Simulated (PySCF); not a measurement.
**Working out the excitation energy of Ar⁺**

Ar⁺ [Ne] 3s2 3p5 (2P) → Ar⁺ [Ne] 3s1 3p6 (2S). Computed with PySCF 2.14 in dyall-av2z (13s9p2d, 50 functions), with no relativity, point nucleus. Frozen: [Ne]; the 16 highest virtual orbitals dropped. Energies in hartree (1 hartree = 27.21139 eV):

```
            part  Ar⁺ (lower)  Ar⁺ (upper)
             UHF  -526.261448  -525.583062
CCSD correlation    -0.146280    -0.296473
             (T)    -0.001929    -0.012978
```

Q: What does Hartree-Fock give?

A: (-525.583062) − (-526.261448) = 0.678386 hartree = 18.460 eV.

Q: What do CCSD and CCSD(T) give?

A: The CCSD correlation energies differ by -0.150193 hartree = -4.087 eV and the triples by -0.011049 hartree = -0.301 eV, so CCSD gives 14.373 eV and CCSD(T) 14.072 eV.

Measured between the centres of the two terms (NIST): 13.421 eV, so CCSD(T) (valence) is off by 0.651 eV.

A double-zeta basis recovers only part of the correlation energy.

The coupled-cluster amplitudes are large, so a single reference is strained.

What remains against the reference includes basis incompleteness, the frozen core and higher excitations.
